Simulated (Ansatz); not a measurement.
Species: [Zn(NH2)(Br)] (charge 0, multiplicity 1).

Q: Give a relaxed geometry from PBE-D3(BJ)/def2-SVP (Ansatz, a first-principles code).

A: This is not unique; one that fits is the end point of this relaxation, one of several conformers.
Cartesian coordinates (Å) in one orientation:
```xyz
5

Zn     0.062     0.058    -0.063
N      0.589    -1.696    -0.145
H      1.601    -1.809     0.005
H      0.398    -2.120    -1.064
Br    -0.734     2.140     0.227
```
